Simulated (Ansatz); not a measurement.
Consider the formal exchange of groups at the Al–H bond: `C=[C]1[O][AlH]1` + `C=NC(=N)O` → `C=[N][Al]1[O][C]1=C` + `N=CO`.

Computed with Ansatz on PBE0-D4/def2-TZVP structures; ΔE is electronic, products minus reactants. CCSD(T)/CBS adds triple-zeta CCSD(T) − MP2 to the extrapolated MP2 energy (def2 sets, frozen cores). This one scheme is used for every species. DFT in def2-TZVPP. B3LYP here is the variant with VWN-RPA as its local correlation; programs differ in this. One conformer a species, not always the lowest.

```tsv
level	ΔE (kcal/mol)	difference from CCSD(T)/CBS
B2PLYP	-20.0	-1.2
PBE-QIDH	-18.2	0.6
PBE	-17.7	1.1
B3LYP	-20.1	-1.3
RPA@PBE/def2-TZVPP	-17.4	1.4
HF/def2-TZVPP	-20.3	-1.5
SCS-MP2/def2-TZVPP	-19.8	-1.0
CCSD/def2-TZVPP	-19.2	-0.4
CCSD(T)/def2-TZVPP	-18.5	0.3
HF/def2-QZVPP	-20.5	-1.7
CCSD(T)/CBS	-18.8	0
```

(1) What do rigid-rotor, harmonic-oscillator terms from PBE0-D4/def2-TZVP frequencies (298.15 K, 1 bar) make of the CCSD(T)/CBS value? (Best estimate.)

Largest T1 diagnostic among the species: 0.018.

## Answers

(1) Computed: ΔZPE = +1.0 kcal/mol, ΔH = -17.1 kcal/mol, ΔS = 22 J/(mol·K), ΔG = -18.7 kcal/mol. Modes under 50 cm⁻¹ make the entropy rough.

At CCSD(T), def2-SVP lies +3.0 kcal/mol from the extrapolated value and def2-TZVPP +0.3 kcal/mol. Leaving LDA and LC-ωPBE aside and taking each functional with its dispersion term where it has one, the values, not all of them listed here, spread over 3.6 kcal/mol, from B2PLYP to B97M-V. LDA lies +3.2 kcal/mol from PBE without D4.
